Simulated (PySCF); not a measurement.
## Ionisation energy of Ce⁺ by level of theory

Ce⁺ [Xe] 4f1 5d2 [4f5/2^1 5d3/2^2, M_J = 9/2] → Ce²⁺ [Xe] 4f2 [4f5/2^2, M_J = 4], as a difference of total energies. All numbers are calculated (PySCF 2.14, the two-component X2C-1e Hamiltonian, in x2c-TZVPall-2c (11s11p10d4f1g, 131 functions)). Correlated levels: [Ar] 3d10 frozen; the 18 highest virtual spinors dropped. "Screened" scales the spin-orbit matrix elements by Boettger's factors to mimic the two-electron term; Breit and QED terms are absent.

| method | ionisation energy (eV) | difference from reference (eV) |
| --- | --- | --- |
| GHF (spin-free) | 11.004 | +0.048 |
| GMP2 (spin-free) | 11.883 | +0.927 |
| GHF (screened spin-orbit) | 11.091 | +0.135 |
| GMP2 (screened spin-orbit) | 12.009 | +1.053 |

Reference: 10.956 ± 0.02 eV (semi-empirical (NIST evaluation); NIST Atomic Spectra Database, ionization energies).

The spin-free rows relax to the high-spin LS determinant and lack the spin-orbit shift.

The labels give the starting determinants; with spin-orbit coupling the two ends relaxed to ⟨J²⟩ = 25.54, ⟨L²⟩ = 39.36, ⟨S²⟩ = 3.24 and ⟨J²⟩ = 21.01, ⟨L²⟩ = 29.80, ⟨S²⟩ = 1.99.

The determinant of Ce⁺ and of Ce²⁺ mixes levels of different J (the jj label is only the starting occupation), so the difference between spin-free and spin-orbit rows is not the physical spin-orbit shift.
